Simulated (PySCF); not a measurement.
Two-component Hartree-Fock for Kr⁺ (krypton, charge +1)

Start: [Ar] 3d10 4s2 4p5; 4p1/2 filled at m_j = -1/2, +1/2; 4p3/2 filled at m_j = -1/2, +1/2, +3/2. Calculated with PySCF 2.14 in x2c-TZVPall-2c (6s7p4d1f, 54 functions): generalised Hartree-Fock with the X2C-1e Hamiltonian and a Gaussian nucleus; one run each with spin-orbit coupling (SO) switched off, then screened by Boettger's factors.

```csv
spinor shell,electrons,"ε, spin-free (eV)","ε, screened SO (eV)",weight of nominal j (screened SO),"rms radius, screened SO (bohr)"
1s1/2,2,-14416.9,-14416.4,1.000,0.0478
2s1/2,2,-1972.7,-1972.5,1.000,0.199
2p1/2,2,-1740.1,-1777.0,1.000,0.174
2p3/2,4,-1740.1,-1722.4,1.000,0.178
3s1/2,2,-317.33,-317.25,1.000,0.565
3p1/2,2,-240.83,-246.59,1.000,0.574
3p3/2,4,-240.83,-237.98,1.000,0.585
3d3/2,4,-113.96,-114.73,0.995,0.610
4s1/2,2,-42.708,-42.676,1.000,1.67
4p1/2,2,-24.974,-25.620,0.792,1.95
4p3/2,3,-24.974,-24.594,0.861,1.99
```

Question: Where does 3d5/2 lie, and what is the 3d spin-orbit splitting (screened SO)?

Answer: At -113.32 eV, 1.411 eV above 3d3/2.

```
   quantity    spin-free  screened SO
E (hartree)  -2787.60760  -2787.78418
        M_J          3/2          3/2
       ⟨J²⟩        3.760        3.760
       ⟨L²⟩        2.007        2.011
       ⟨S²⟩        0.753        0.756
```

Each row is a mean over spinors that exchange with the open shell spreads, by up to 3.277 eV (4s1/2).

Rows whose weight is well below 1 are mixtures of j = l ± 1/2: exchange outweighs spin-orbit coupling there, and the label is only the starting occupation.

Without spin-orbit coupling the j labels of p, d and f shells carry no meaning; the spin-free column gives the mean over the occupied spinors of each nl shell.
